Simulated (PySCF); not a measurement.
F3OSi, SMILES [O][Si](F)(F)F, multiplicity 2.

The structure is a stationary point at B3LYP-D3(BJ)/def2-SVP. The isomer is the one that the SMILES or the coordinates give; other isomers of the formula were not compared.

Computed with B3LYP-D3(BJ)/def2-SVP run with PySCF.

Frequencies are harmonic and unscaled.

Computed vibrational spectrum:
```json
[
 {"mode": "1", "ν (cm⁻¹)": "104", "IR (km/mol)": "0.0", "moving atoms (share of kinetic energy)": "F 68 %, O 32 %"},
 {"mode": "2", "ν (cm⁻¹)": "237", "IR (km/mol)": "2.7", "moving atoms (share of kinetic energy)": "F 62 %, O 37 %"},
 {"mode": "3", "ν (cm⁻¹)": "338", "IR (km/mol)": "46.6", "moving atoms (share of kinetic energy)": "F 68 %, Si 21 %, O 11 %"},
 {"mode": "4", "ν (cm⁻¹)": "352", "IR (km/mol)": "42.4", "moving atoms (share of kinetic energy)": "F 63 %, Si 22 %, O 14 %"},
 {"mode": "5", "ν (cm⁻¹)": "369", "IR (km/mol)": "56.1", "moving atoms (share of kinetic energy)": "F 57 %, Si 24 %, O 19 %"},
 {"mode": "6", "ν (cm⁻¹)": "759", "IR (km/mol)": "0.0", "moving atoms (share of kinetic energy)": "F 66 %, O 33 %"},
 {"mode": "7", "ν (cm⁻¹)": "964", "IR (km/mol)": "146.1", "moving atoms (share of kinetic energy)": "Si 47 %, O 29 %, F 24 %"},
 {"mode": "8", "ν (cm⁻¹)": "1009", "IR (km/mol)": "198.2", "moving atoms (share of kinetic energy)": "F 50 %, Si 50 %"},
 {"mode": "9", "ν (cm⁻¹)": "1024", "IR (km/mol)": "204.7", "moving atoms (share of kinetic energy)": "Si 51 %, F 47 %"}
]
```
